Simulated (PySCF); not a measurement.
Deuteron quadrupole couplings in `C=C[Si@H](Cl)[SiH2]O[SiH3]`

Compound: C2H9ClOSi3.
Structure used (GFN2-xTB), in Å, numbered top down from 1:
```
atom  x, y, z in Å
C1    -2.9580    1.0115    0.2403
C2    -1.8110    0.5709   -0.2558
Si3   -1.1022   -1.1650   -0.0132
Cl4   -2.4929   -2.2650    0.9999
Si5    0.8898   -1.1751    1.1569
O6     1.8696   -0.2046    0.3037
Si7    2.8924    0.8994   -0.2890
H8    -3.3098    2.0212    0.0911
H9    -3.6027    0.3693    0.8185
H10   -1.1984    1.2600   -0.8260
H11   -1.0648   -1.7735   -1.3561
H12    1.5881   -2.4651    1.2116
H13    0.8417   -0.6251    2.5181
H14    4.0655    0.1666   -0.7562
H15    2.1677    1.5540   -1.3776
H16    3.2174    1.8296    0.7898
```

Level: PBE0/pcSseg-1 (PySCF, non-relativistic); Q(2H) = 0.00286 b; rigid geometry, the same for H and D, with no vibrational averaging.

**Question.** Rank these positions by the coupling χzz of a deuteron there, largest first.
A. H10 (vinylic hydrogen)
B. H11 (Si–H hydrogen)
C. H14 (Si–H hydrogen)

**Answer.** A (219 kHz), C (109 kHz), B (103 kHz).

**Question.** Tabulate Vzz, the asymmetry η and χzz = 234.96 MHz × Q × Vzz for every hydrogen position.

**Answer.** 
```json
{"atom": "H8", "bonded to": "C1", "bond length (Å)": "1.080", "Vzz (au)": "0.3308", "η": "0.03", "χzz (kHz)": "222"}
{"atom": "H9", "bonded to": "C1", "bond length (Å)": "1.078", "Vzz (au)": "0.3285", "η": "0.04", "χzz (kHz)": "221"}
{"atom": "H10", "bonded to": "C2", "bond length (Å)": "1.084", "Vzz (au)": "0.3255", "η": "0.04", "χzz (kHz)": "219"}
{"atom": "H11", "bonded to": "Si3", "bond length (Å)": "1.475", "Vzz (au)": "0.1528", "η": "0.04", "χzz (kHz)": "103"}
{"atom": "H12", "bonded to": "Si5", "bond length (Å)": "1.468", "Vzz (au)": "0.1568", "η": "0.02", "χzz (kHz)": "105"}
{"atom": "H13", "bonded to": "Si5", "bond length (Å)": "1.469", "Vzz (au)": "0.1559", "η": "0.03", "χzz (kHz)": "105"}
{"atom": "H14", "bonded to": "Si7", "bond length (Å)": "1.460", "Vzz (au)": "0.1616", "η": "0.02", "χzz (kHz)": "109"}
{"atom": "H15", "bonded to": "Si7", "bond length (Å)": "1.462", "Vzz (au)": "0.1600", "η": "0.03", "χzz (kHz)": "108"}
{"atom": "H16", "bonded to": "Si7", "bond length (Å)": "1.461", "Vzz (au)": "0.1607", "η": "0.03", "χzz (kHz)": "108"}
```

**Question.** Average by the element that carries the hydrogen.

**Answer.** on C: 221 kHz over 3 positions, mean bond length 1.081 Å; on Si: 106 kHz over 6 positions, mean bond length 1.466 Å.

**Question.** How does χzz go with the bond length over the 6 Si–H bonds?

**Answer.** A straight-line fit has a slope of -4.0 kHz for each 0.01 Å, with a correlation coefficient of -1.00, over lengths from 1.460 to 1.475 Å. The longer bonds have the smaller couplings here.

One conformer (not necessarily the lowest) at the GFN2-xTB geometry, without solvent, vibrations or thermal averaging. GFN2-xTB frequencies show an imaginary mode (27i cm⁻¹), so this geometry is no minimum at that level. GFN2-xTB bond lengths can be off by several hundredths of an ångström, more for odd bonds, and the gradients follow them. With so small a basis the couplings can be 20 % off.
